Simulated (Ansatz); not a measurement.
Relaxation of CH5Ga (7 atoms, charge 0, multiplicity 1), to a largest force component of 0.02 eV/Å in at most 40 steps.

Method: RHF/def2-TZVP in Ansatz.

```xyz
7
Properties=species:S:1:pos:R:3
Ga 0.000 0.000 0.000
C 0.000 0.000 1.980
H -1.000 -0.309 2.350
H 0.768 -0.711 2.350
H 0.232 1.020 2.350
H 1.360 0.000 -0.785
H -1.360 0.000 -0.785
```

Task: Where does it end, and by what steps?

Result: It converged. After 3 steps the energy has fallen by 0.048 eV; H3 moved furthest, 0.05 Å.

| step | energy less start (eV) | largest force component (eV/Å) | accepted |
| --- | --- | --- | --- |
| 0 | 0.0000 | 0.861 | yes |
| 1 | -0.0446 | 0.312 | yes |
| 2 | -0.0474 | 0.074 | yes |
| 3 | -0.0476 | 0.006 | yes |

```xyz
7
Properties=species:S:1:pos:R:3
Ga -0.006 -0.005 -0.006
C -0.008 -0.013 1.982
H -0.969 -0.297 2.392
H 0.751 -0.683 2.373
H 0.229 0.983 2.348
H 1.361 0.007 -0.802
H -1.359 0.008 -0.826
```

Whether the end is a true minimum wasn't checked by a vibrational analysis.

Run time: 7.6 s on 1 thread of Arm Neoverse V1, with other jobs on the host, peak memory 0.18 GiB.
